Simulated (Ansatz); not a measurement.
A geometry relaxed with B3LYP-D3(BJ)/def2-TZVP (Ansatz, a program for electronic structure), charge 0, multiplicity 1:

```xyz
13

C     -1.2619     0.0815    -0.6888
Si     1.1935     0.1977     0.6350
H     -0.8187    -1.1783     0.9863
H     -2.7535     0.3787     0.7731
H      3.6191     0.4923     0.4120
C     -0.3213    -0.7800     0.0981
H      3.0154    -0.9218    -0.5795
C     -2.4006     0.5889    -0.2304
C      2.7766    -0.1085     0.0940
H     -3.0201     1.2296    -0.8437
H      0.0314    -1.6274    -0.4953
H      0.8845     1.3232     1.5380
H     -0.9445     0.3241    -1.6990
```

Problem. Write the SMILES of this molecule.

Solution. `C=CC[SiH]=C`
